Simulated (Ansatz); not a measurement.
Relaxation of H₆O₃Sn (10 atoms, charge 0, multiplicity 1), to a largest force component of 0.03 eV/Å in at most 50 steps.

All numbers below come from RKS BHLYP-D4/def2-SVP (Ansatz).

```xyz
10
Properties=species:S:1:pos:R:3:forces:R:3
Sn -0.302 -0.007 -0.011 0.02 0.24 0.53
H -0.423 0.246 1.695 -0.23 -0.26 -0.43
O 1.656 -0.223 -0.231 0.02 -0.04 0.00
H 1.931 -0.681 -1.023 0.04 0.02 -0.01
H -0.951 1.135 -1.075 0.01 -0.02 0.01
O -1.129 -1.710 -0.537 -0.03 -0.04 -0.09
H -0.949 -2.469 0.012 0.03 0.03 0.03
O 1.596 1.957 1.562 -0.67 -0.76 0.39
H 2.137 1.379 1.014 -0.03 -0.03 0.00
H 1.060 1.324 2.079 0.85 0.86 -0.44
```

**Question.** Where does it end, and by what steps?

**Answer.** The run converged. After 12 steps the energy has fallen by 0.324 eV; H10 moved furthest, 0.69 Å.

```
step  energy less start (eV)  largest force component (eV/Å)  accepted
   0                  0.0000                           0.858       yes
   1                 -0.0551                           1.841       yes
   2                 -0.0556                           2.746       yes
   3                 -0.2012                           0.915       yes
   4                 -0.2110                           1.035       yes
   5                 -0.2948                           0.302       yes
   6                 -0.3086                           0.149       yes
   7                 -0.3158                           0.235       yes
   8                 -0.3217                           0.133       yes
   9                 -0.3206                           0.106        no
  10                 -0.3238                           0.042       yes
  11                 -0.3235                           0.097        no
  12                 -0.3241                           0.011       yes
```

```xyz
10
Properties=species:S:1:pos:R:3
Sn -0.264 0.012 0.198
H -0.658 -0.199 1.837
O 1.696 -0.311 -0.058
H 1.890 -0.939 -0.750
H -0.855 1.291 -0.730
O -0.983 -1.563 -0.774
H -0.963 -2.385 -0.291
O 1.301 1.877 1.181
H 1.965 1.315 0.756
H 1.500 1.852 2.115
```

Run time: 37 s on 2 threads of Arm Neoverse V1, on a shared host, peak memory 0.21 GiB.
